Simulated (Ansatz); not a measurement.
Cost and result up the ladder for n-GeGeSiH8 (SiGe₂H₈) (11 atoms). The state is a singlet with charge 0. Geometry: PBE0-D4/def2-SVP.

Cartesian coordinates in Å:
```
Ge -1.118 1.608 -0.448
Ge -0.686 -0.644 0.340
Si 1.639 -1.141 0.196
H -0.771 1.716 -1.945
H -0.246 2.612 0.329
H -2.598 1.987 -0.255
H -1.157 -0.775 1.803
H -1.493 -1.650 -0.507
H 1.927 -2.526 0.680
H 2.410 -0.167 1.030
H 2.093 -1.020 -1.224
```

Ansatz on 2 threads of Arm Neoverse V1 on a shared host. Times are rough, and most runs start from the orbitals of an earlier one. PBE0-D4/def2-TZVP serves as the yardstick here, not as an exact answer. Differences are given only for rows in sets of like size (and for xTB, whose basis is part of the method), since another set adds its own error. Binding counts from free atoms at the same level (Ge triplet, Si triplet, H doublet; other spins of the atoms weren't run), without zero-point energy or a counterpoise term.

Correlated methods freeze 23 core orbitals; core or outer-core shells of Ge are correlated, in sets that lack core-valence functions. The rows differ in basis, and correlated rows in double-zeta sets carry the largest basis error.

Correlated methods converge slowly with the basis, most of all in double-zeta sets.

| level | functions | binding energy per atom (eV) | difference from PBE0-D4/def2-TZVP (eV) |
| --- | --- | --- | --- |
| PBE-D4/def2-SVP | 122 | 2.71 | – |
| PBE0-D4/def2-SVP | 122 | 2.72 | – |
| MP2/def2-TZVP | 181 | 2.61 | -0.11 |
| PBE-D4/def2-TZVP (with forces) | 181 | 2.71 | -0.01 |
| r2SCAN-D4/def2-TZVP | 181 | 2.77 | 0.05 |
| revPBE-D4/def2-TZVP | 181 | 2.67 | -0.05 |
| B97M-V/def2-TZVP | 181 | 2.80 | 0.08 |
| CCSD(T)/def2-SVP | 122 | 2.60 | – |
| PBE0-D4/def2-TZVP | 181 | 2.72 | 0.00 |
| r2SCANh-D4/def2-TZVP | 181 | 2.76 | 0.04 |
| HF/STO-3G | 53 | 3.34 | – |

Estimate how long each takes.

HF/STO-3G 0.35 s; PBE-D4/def2-SVP 2.1 s; PBE0-D4/def2-SVP 3.5 s; revPBE-D4/def2-TZVP 3.7 s; PBE-D4/def2-TZVP (with forces) 4.4 s; MP2/def2-TZVP 4.5 s; PBE0-D4/def2-TZVP 5.5 s; r2SCAN-D4/def2-TZVP 7 s; r2SCANh-D4/def2-TZVP 9.5 s; B97M-V/def2-TZVP 18 s; CCSD(T)/def2-SVP 21 s. On shared hardware such times vary by a factor of up to 3.
